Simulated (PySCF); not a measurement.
H₃HfO₃, SMILES [OH][Hf+]([OH])[OH], charge +1, multiplicity 1. Geometry: PBE-D3(BJ)/def2-SVP. The spin state was assumed, not searched. The isomer is the one that the SMILES or the coordinates give; other isomers of the formula were not compared. The def2 effective core potentials stand for the cores of Hf; spin–orbit coupling is left out. The values are those of a single conformer.

Problem. Give the equilibrium geometry at PBE-D3(BJ)/def2-SVP (PySCF confirms it by a frequency run) as a Z-matrix, and its point group. (An estimate is asked for; the answer gives what the named calculation found.)

Solution. Several could match; the one computed here: point group C3v.
```
Hf
O 1 1.8853
H 2 0.9728 1 163.66
O 1 1.8853 2 109.04 3 -59.48
H 4 0.9728 1 163.66 2 59.48
O 1 1.8853 2 109.04 3 59.48
H 6 0.9728 1 163.66 2 -59.48
```
Charge +1, spin multiplicity 1.
